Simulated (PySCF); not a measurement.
**Bond energies at r²SCAN/def2-SVP beside a composite method**

PySCF, lowest determinants of a PBE0 search. The composite is CCSD(T) extrapolated to the basis-set limit from two correlation-consistent sets, with core-valence (CV) and scalar-relativistic (SR) terms as its label shows; it has no spin–orbit coupling and nothing beyond (T).

```json
{"species": "RbH", "state (unpaired electrons)": "singlet (closed shell)", "De r²SCAN (eV)": "1.64", "De composite (eV)": "1.79", "composite": "CCSD(T)/CBS(TQ)", "dissociates to": "Rb + H"}
{"species": "PbF", "state (unpaired electrons)": "doublet (π ↑)", "De r²SCAN (eV)": "4.46", "De composite (eV)": "4.66", "composite": "CCSD(T)/CBS(DT)", "dissociates to": "Pb + F"}
{"species": "PbBr", "state (unpaired electrons)": "doublet (π ↑)", "De r²SCAN (eV)": "3.46", "De composite (eV)": "3.33", "composite": "CCSD(T)/CBS(DT)", "dissociates to": "Pb + Br"}
{"species": "CaO", "state (unpaired electrons)": "singlet (closed shell)", "De r²SCAN (eV)": "4.75", "De composite (eV)": "4.09", "composite": "CCSD(T)/CBS(DT)+CV", "dissociates to": "Ca + O"}
{"species": "K2", "state (unpaired electrons)": "singlet (closed shell)", "De r²SCAN (eV)": "0.41", "De composite (eV)": "0.55", "composite": "CCSD(T)/CBS(DT)", "dissociates to": "K + K"}
{"species": "BrF", "state (unpaired electrons)": "singlet (closed shell)", "De r²SCAN (eV)": "2.58", "De composite (eV)": "2.72", "composite": "CCSD(T)/CBS(TQ)+CV", "dissociates to": "Br + F"}
{"species": "GeO⁺", "state (unpaired electrons)": "doublet (π ↑)", "De r²SCAN (eV)": "3.96", "De composite (eV)": "3.75", "composite": "CCSD(T)/CBS(DT)+CV", "dissociates to": "Ge⁺ + O"}
{"species": "HgC", "state (unpaired electrons)": "triplet (π ↑↑)", "De r²SCAN (eV)": "0.85", "De composite (eV)": "0.54", "composite": "CCSD(T)/CBS(DT)", "dissociates to": "Hg + C"}
```

Q: Does r²SCAN bind more or less than the composite, by how much on average, and where is the difference largest?

A: r²SCAN/def2-SVP binds more on average, method and basis taken together: the mean signed difference is +0.08 eV and the mean absolute one 0.24 eV; it is largest for CaO (+0.66 eV).

The molecules are drawn from runs that passed checks on state, spin purity and fit, so the hardest cases are missing and the errors look smaller than over all diatomics.

Correlated steps freeze the inner cores (5 to 14 orbitals); shallow outer-core shells are correlated. Closed-shell solutions of metal pairs were not tested for spin polarisation, which can lower them a little. Weak bonds: K2. Basis-set superposition, not corrected here, can be much of De in a small basis, most of all at correlated wavefunction levels. Functionals without a dispersion term scatter widely for such bonds, and LDA overbinds them. These are scalar-relativistic numbers at best; spin–orbit coupling would shift them, the dissociation energy most. For an ion De counts to the pair picked by the measured ionisation energies or electron affinities, which need not be the lowest pair at this level. Where the molecule has an RHF reference, its open-shell atoms are computed with UHF. The CCSD T1 diagnostic is raised in CaO, a sign that a single reference may not be enough there. States were picked by a PBE0 search and need not be the measured ground states.
